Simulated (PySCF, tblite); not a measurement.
A set of runs on `CC(C)O[C@H](C)C(F)F`; the geometry of each is named by its level. Settings lines and outputs come from a driver script.

Species: C₆H₁₂F₂O.
SMILES with atom numbers: `[CH3:1][CH:2]([CH3:3])[O:4][C@H:5]([CH3:6])[CH:7]([F:8])[F:9]` (hydrogens: H10, H11, H12 on C1; H13 on C2; H14, H15, H16 on C3; H17 on C5; H18, H19, H20 on C6; H21 on C7)

Step 1: GFN2-xTB geometry optimisation, gas phase (tblite 0.8.0) (from a force-field or distance-geometry start)
```json
{"job": {"kind": "relax", "xc": "GFN2-xTB", "basis": "xTB"}, "charge": 0, "multiplicity": 1}
```
```
step      E/eV     max force
  0    -884.43868    1.125
  1    -884.49336    0.354
  2    -884.50204    0.200
...
 52    -884.52915    0.017
 53    -884.52921    0.016
 54    -884.52926    0.014
 55    -884.52929    0.011
 56    -884.52931    0.010
```

Energy lowered by 2.1 kcal/mol over 56 steps; largest atomic force 0.010 eV/Å at the end. «max force» is the largest atomic force in eV/Å.

Hardware: an Arm Neoverse N1 with one thread, no GPU, shared host. Cost: 0.59 s.

Step 2: GFN2-xTB harmonic vibrations, gas phase (tblite 0.8.0) (on the GFN2-xTB geometry)
```json
{"job": {"kind": "ir", "xc": "GFN2-xTB", "basis": "xTB"}, "charge": 0, "multiplicity": 1}
```
```
(table of modes left out)
```

57 modes from 21 to 3056 cm⁻¹ (unscaled, harmonic); zero-point energy 108.6 kcal/mol; all wavenumbers are real at this level.

The run took 1.2 s of wall time on one thread, Arm Neoverse N1 (aarch64), no GPU, shared host with 64 logical CPUs at a one-minute load of 53.

Step 3: PBE0-D3(BJ)/def2-SVP geometry optimisation, gas phase (PySCF 2.14.0) (from the GFN2-xTB geometry)
```json
{"job": {"xc": "PBE0", "basis": "def2-SVP", "d3": "d3bj", "grid": 1, "shake": 0.01, "kind": "geom"}, "charge": 0, "multiplicity": 1}
```
```
step   0  E = -509.84769319  max force = 0.039290
step   1  E = -509.85412855  max force = 0.005808
step   2  E = -509.85435784  max force = 0.002020
step   3  E = -509.85441347  max force = 0.000818
step   4  E = -509.85446530  max force = 0.000977
step   5  E = -509.85453571  max force = 0.001918
step   6  E = -509.85458157  max force = 0.001984
step   7  E = -509.85459047  max force = 0.000979
step   8  E = -509.85459180  max force = 0.000321
optimisation converged
```

Final energy -509.85459 Eh after 8 steps; dipole 1.88 D. Energies in Eh; «max force» is the largest Cartesian gradient component in Eh/bohr.

The run took 4.2 min of wall time on one thread, Arm Neoverse N1 (aarch64), on a shared host, and the process peaked at 0.77 GiB of memory.

Step 4: TDDFT CAM-B3LYP/def2-SVPD, vertical, gas phase, core orbitals frozen in the response (PySCF 2.14.0, density-fitted response routines) (on the PBE0-D3(BJ)/def2-SVP geometry)
```json
{"job": {"kind": "uv", "xc": "CAM-B3LYP", "basis": "def2-SVPD", "ip": true}, "charge": 0, "multiplicity": 1}
```
```
...
Static polarisability (au): isotropic 80.622, principal 71.803 79.912 90.150
Singlet excitations
state   eV       nm        f      main configurations
  1   7.5427    164.4   0.01071   H->L 0.87
  2   8.0335    154.3   0.01068   H->L+2 0.82
  3   8.2846    149.7   0.00163   H->L+1 0.89
  4   8.4843    146.1   0.00613   H->L+3 0.81
  5   8.7972    140.9   0.00125   H->L+4 0.40, H->L+6 0.21, H->L+9 0.10
  6   8.9610    138.4   0.00915   H-1->L 0.80
  7   9.1587    135.4   0.03683   H->L+5 0.73
  8   9.3457    132.7   0.05254   H->L+6 0.40, H->L+4 0.31
  9   9.3916    132.0   0.02469   H-2->L 0.52, H-1->L+1 0.22
 10   9.4949    130.6   0.07736   H-1->L+2 0.42, H->L+9 0.14
Triplet excitations (Tamm-Dancoff, eV): 7.4194 7.9581 8.1086 8.3355
Vertical ionisation energy (delta-SCF) = 9.8181 eV
```

HOMO -9.14 eV, LUMO 1.29 eV; lowest singlet 7.54 eV; lowest triplet 7.42 eV (Tamm–Dancoff); mean polarisability 80.6 au.

Time: 5.8 min wall; peak memory 1.5 GiB. Hardware: an Arm Neoverse N1 with one thread, on a shared host.

Step 5: delta-SCF UKS SCAN, pcX-2 on the ionised atom, pcseg-1 elsewhere, spin-free X2C (PySCF 2.14.0) (on the PBE0-D3(BJ)/def2-SVP geometry)
```json
{"job": {"kind": "xps"}, "charge": 0, "multiplicity": 1}
```
```
...
ground state, core basis on atom 0 (C), 217 functions
  E(ground) = -510.81621506 Eh
hole in C 1s of atom 0
  E(ion) = -500.13539358 Eh   <S^2> = 0.7674   hole on atom = 1.000   binding energy = 290.640 eV
ground state, core basis on atom 1 (C), 217 functions
  E(ground) = -510.81916727 Eh
hole in C 1s of atom 1
  E(ion) = -500.08267177 Eh   <S^2> = 0.7743   hole on atom = 1.000   binding energy = 292.155 eV
ground state, core basis on atom 2 (C), 217 functions
  E(ground) = -510.81616997 Eh
hole in C 1s of atom 2
  E(ion) = -500.14049713 Eh   <S^2> = 0.7673   hole on atom = 1.000   binding energy = 290.500 eV
ground state, core basis on atom 3 (O), 217 functions
  E(ground) = -510.84408471 Eh
hole in O 1s of atom 3
  E(ion) = -491.06557526 Eh   <S^2> = 0.7624   hole on atom = 1.000   binding energy = 538.201 eV
ground state, core basis on atom 4 (C), 217 functions
  E(ground) = -510.81977830 Eh
hole in C 1s of atom 4
  E(ion) = -500.07364938 Eh   <S^2> = 0.7744   hole on atom = 1.000   binding energy = 292.417 eV
ground state, core basis on atom 5 (C), 217 functions
  E(ground) = -510.81627436 Eh
hole in C 1s of atom 5
  E(ion) = -500.12731111 Eh   <S^2> = 0.7676   hole on atom = 1.000   binding energy = 290.862 eV
ground state, core basis on atom 6 (C), 217 functions
  E(ground) = -510.82450819 Eh
hole in C 1s of atom 6
  E(ion) = -499.97022829 Eh   <S^2> = 0.7712   hole on atom = 1.000   binding energy = 295.360 eV
ground state, core basis on atom 7 (F), 217 functions
  E(ground) = -510.86302623 Eh
hole in F 1s of atom 7
  E(ion) = -485.39508876 Eh   <S^2> = 0.7569   hole on atom = 1.000   binding energy = 693.018 eV
...
```

C1s of C1 290.64 eV; C1s of C2 292.15 eV; C1s of C3 290.50 eV; O1s of O4 538.20 eV; C1s of C5 292.42 eV; C1s of C6 290.86 eV; C1s of C7 295.36 eV; F1s of F8 693.02 eV. SCF cycles are left out; they run on a coarse grid, and E(ground) and E(ion) are re-evaluated on a finer one. The log counts atoms from 0, this text from 1.

The run took 5.2 min wall on one thread, Arm Neoverse N1 (aarch64), no GPU, shared host with 64 logical CPUs at a one-minute load of 55, and the process peaked at 0.69 GiB of memory.

Geometry of the electronic-property runs (PBE0-D3(BJ)/def2-SVP):
```
atom  x, y, z in Å
C1    -2.1166   -1.3162    0.3876
C2    -1.2201   -0.2436   -0.1954
C3    -1.7882    1.1540   -0.0127
O4     0.0390   -0.3739    0.4434
C5     1.1488    0.1419   -0.2406
C6     2.0466   -0.9835   -0.7162
C7     1.8672    1.0835    0.7099
F8     1.0947    2.1587    0.9760
F9     3.0089    1.5339    0.1379
H10   -3.1170   -1.2825   -0.0681
H11   -2.2239   -1.1681    1.4731
H12   -1.6842   -2.3135    0.2200
H13   -1.0897   -0.4421   -1.2794
H14   -2.7599    1.2495   -0.5208
H15   -1.9289    1.3639    1.0586
H16   -1.1117    1.9212   -0.4151
H17    0.8367    0.7626   -1.1024
H18    2.9283   -0.5957   -1.2449
H19    1.4854   -1.6403   -1.3959
H20    2.3813   -1.5902    0.1392
H21    2.1170    0.5898    1.6658
```

 (This holds for the electronic-property runs.)

One conformer stands for the species.
